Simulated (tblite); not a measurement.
Run record: nudged-elastic-band run, `C[O+]([AlH3-])CC(F)F`.

Computed with GFN2-xTB (tblite), gas phase: nudged elastic band of 9 images (0 to 8), spring 0.2 eV/Å², climbing image at the end, force threshold 0.05 eV/Å. No saddle search or frequency run followed, so the top image need not be a first-order saddle, and its height can exceed the method's true barrier by a kcal/mol or more. The command runs a driver script over a list of jobs; the input below is this job's line of settings and its coordinates in Å. «atoms» counts from 0 and names the dihedral (O2–C4–C5–F7 when counted from 1); «turn» is the rotation in degrees that makes the guess of the end point.

Command:
```bash
OMP_NUM_THREADS=1 python probes_run.py task.json out
```

Input:
```
{"job": {"kind": "neb", "xc": "GFN2-xTB", "basis": "xTB", "atoms": [1, 3, 4, 6], "turn": 120}, "charge": 0, "multiplicity": 1}
C     -0.524284     1.593853    -0.395206
O     -0.538930     0.197746    -0.148074
Al    -1.779221    -0.916387     0.743457
C      0.564416    -0.524093    -0.626984
C      1.806959    -0.350481     0.247999
F      2.399831     0.850336     0.025977
F      2.724897    -1.283047    -0.075713
H     -1.467965     1.970829    -0.004169
H      0.305885     2.082499     0.116802
H     -0.462646     1.789927    -1.468372
H     -2.126904    -1.865969    -0.466682
H     -0.791937    -1.514526     1.824811
H     -2.766389     0.236890     1.139092
H      0.271965    -1.580048    -0.583473
H      0.800756    -0.248206    -1.661810
H      1.575968    -0.430380     1.320934
```

Output:
```
image   E - E0 / eV
  0       0.0000
  1       0.0161
  2       0.0507
  3       0.0913
  4       0.1214
  5       0.1300
  6       0.1193
  7       0.1033
  8       0.0861
```

Read off the barriers.

The highest image is 5: 0.130 eV (3.00 kcal/mol) above the start and 0.044 eV (1.01 kcal/mol) above the end. The band met its force threshold.

Which dihedral does each image have?

0: 166°, 1: 179°, 2: -168°, 3: -153°, 4: -139°, 5: -125°, 6: -111°, 7: -96°, 8: -84°.

Give the geometry of the highest image and of the end point.

Image 5:
```
atom  x, y, z in Å
C1     -0.456    1.561   -0.565
O2     -0.522    0.199   -0.174
Al3    -1.793   -0.763    0.839
C4      0.536   -0.622   -0.584
C5      1.806   -0.447    0.278
F6      1.679    0.591    1.127
F7      2.860   -0.149   -0.524
H8     -1.366    2.016   -0.178
H9      0.411    2.062   -0.134
H10    -0.432    1.646   -1.655
H11    -2.186   -1.822   -0.270
H12    -0.829   -1.312    1.961
H13    -2.740    0.459    1.112
H14     0.156   -1.645   -0.483
H15     0.798   -0.430   -1.632
H16     2.072   -1.334    0.870
```

Image 8:
```
atom  x, y, z in Å
C1     -0.355    1.515   -0.576
O2     -0.519    0.175   -0.146
Al3    -1.882   -0.700    0.826
C4      0.506   -0.714   -0.489
C5      1.837   -0.386    0.196
F6      1.635    0.121    1.425
F7      2.511    0.566   -0.503
H8     -1.273    2.028   -0.291
H9      0.493    1.992   -0.083
H10    -0.226    1.556   -1.661
H11    -2.245   -1.748   -0.306
H12    -1.033   -1.283    2.016
H13    -2.778    0.575    1.023
H14     0.153   -1.693   -0.148
H15     0.670   -0.734   -1.574
H16     2.498   -1.262    0.280
```

On one thread of an Intel Xeon Platinum 8559C, no GPU, shared host with 32 logical CPUs at a one-minute load of 10, this took 2.4 s wall and 0.19 GiB of memory at its peak.
